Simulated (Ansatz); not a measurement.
Stepwise reaction of `[SiH2]` with methanol, as a gas-phase model of exchange steps in deposition or etching. ΔE in kJ/mol; ΔG adds harmonic PBE0-D4 terms to CCSD(T)/CBS, at 1 bar.

Calculated with Ansatz (gas phase, PBE0-D4/def2-TZVP geometries, no zero-point term in ΔE). CCSD(T)/CBS adds triple-zeta CCSD(T) − MP2 to the extrapolated MP2 energy (def2 sets, frozen cores). This one scheme is used for every species. DFT in def2-TZVPP. B3LYP here is the variant with VWN-RPA as its local correlation; programs differ in this. One conformer a species, not always the lowest.

```
step                           reaction  PBE-D4  B3LYP-D4  ωB97M-V  CCSD(T)/CBS  ΔG(500 K)
   1  `[SiH2]` + CH₃OH → `CO[SiH]` + H₂  -131.0    -132.0   -129.4       -126.3     -117.5
```

Task: Give the row of step 2, `CO[SiH]` + CH₃OH → `CO[Si]OC` + H₂. (An estimate is asked.)

Result: Computed: 
```tsv
step	reaction	PBE-D4	B3LYP-D4	ωB97M-V	CCSD(T)/CBS	ΔG(500 K)
2	`CO[SiH]` + CH₃OH → `CO[Si]OC` + H₂	-128.7	-134.8	-132.0	-129.4	-123.2
```

Task: By hand: ΔE of the 2 steps together at CCSD(T)/CBS.

Result: (-126.3) + (-129.4) = -255.7 kJ/mol, or -127.8 kJ/mol a step.

In ΔE the steps differ by no more than 3.1 kJ/mol. All are downhill at CCSD(T)/CBS. ΔG lies between -123.2 and -117.5 kJ/mol a step. PBE-D4 differs from CCSD(T)/CBS by -4.7 to 0.7 kJ/mol a step. Isolated molecules leave out the surface, adducts and barriers. Largest T1 diagnostic: 0.015.
